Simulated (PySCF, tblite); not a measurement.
Isomers of C5H3ClOS, one GFN2-xTB conformer each. Single-point energies are computed at PBE0/pcSseg-1 (PySCF, gas phase, no added dispersion term), electronic only.

```csv
SMILES,GFN2-xTB relative energy (kcal/mol)
O=C(Cl)c1cccs1,0.0
O=C(Cl)c1ccsc1,0.0
```

Conformers: `[O:1]=[C:2]([Cl:3])[c:4]1[cH:5][cH:6][cH:7][s:8]1` with O1–C2–C4–C5 180°; `[O:1]=[C:2]([Cl:3])[c:4]1[cH:5][cH:6][s:7][cH:8]1` with O1–C2–C4–C5 0°.

Question: What does PBE0/pcSseg-1 give for the same structures?

Answer: 
```csv
SMILES,PBE0/pcSseg-1 E (Eh),PBE0/pcSseg-1 (kcal/mol),GFN2-xTB (kcal/mol),point group
O=C(Cl)c1cccs1,-1125.28862,0.0,0.0,Cs
O=C(Cl)c1ccsc1,-1125.28850,0.1,0.0,Cs
```

Both levels put the same isomer lowest. Neighbours under 2.5 kcal/mol apart (O=C(Cl)c1cccs1 and O=C(Cl)c1ccsc1) can change places with a better method, another conformer or zero-point energy.

Question: Which frontier levels, dipoles and rotational constants go with these structures?

Answer: 
```json
{"SMILES": "O=C(Cl)c1cccs1", "HOMO (eV, PBE0/pcSseg-1)": "-7.85", "LUMO (eV)": "-2.43", "dipole (D)": "4.47", "A, B, C (MHz)": "3129, 1049, 785.4"}
{"SMILES": "O=C(Cl)c1ccsc1", "HOMO (eV, PBE0/pcSseg-1)": "-7.83", "LUMO (eV)": "-2.11", "dipole (D)": "3.73", "A, B, C (MHz)": "3331, 929.9, 727.0"}
```

Question: What happens when harmonic zero-point energies from GFN2-xTB frequencies are added?

Answer: 
| SMILES | ZPE (kcal/mol) | electronic (kcal/mol) | with ZPE (kcal/mol) |
| --- | --- | --- | --- |
| O=C(Cl)c1cccs1 | 40.9 | 0.0 | 0.0 |
| O=C(Cl)c1ccsc1 | 40.8 | 0.1 | 0.1 |

The zero-point energies span 0.1 kcal/mol. The order is unchanged.
